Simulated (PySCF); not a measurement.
Computed shifts of a molecule C3H9NSi2, PBE/pcSseg-1 (PySCF), GIAO, gas phase, atoms alike by connectivity averaged where their shifts nearly agree, in ppm (number of nuclei): ¹⁵N: 307.2 (1). ¹³C: 121.4 (1), 19.7 (1), 10.6 (1). ²⁹Si: -69.3 (1), -116.6 (1). ¹H: 4.69 (1), 4.29 (1), 3.88 (3), 2.86 (1), 2.39 (1), 1.65 (1), 1.07 (1). References: ¹⁵N against NH3 (σ = 267.0 ppm); ¹³C against TMS (σ = 182.0 ppm); ²⁹Si against TMS (σ = 335.4 ppm); ¹H against TMS (σ = 31.49 ppm), references at their B3LYP-D3(BJ)/def2-TZVP geometries, non-relativistic. Geometry: B3LYP-D3(BJ)/def2-SVP. Other conformers were not sampled.

Q: Identify the compound among the candidates.
(A) N#CCC[SiH2][SiH3]
(B) C=C1CN[SiH2][SiH2]1
(C) CC([SiH3])([SiH3])C#N
(D) NCC#C[SiH2][SiH3]

A: A, N#CCC[SiH2][SiH3]
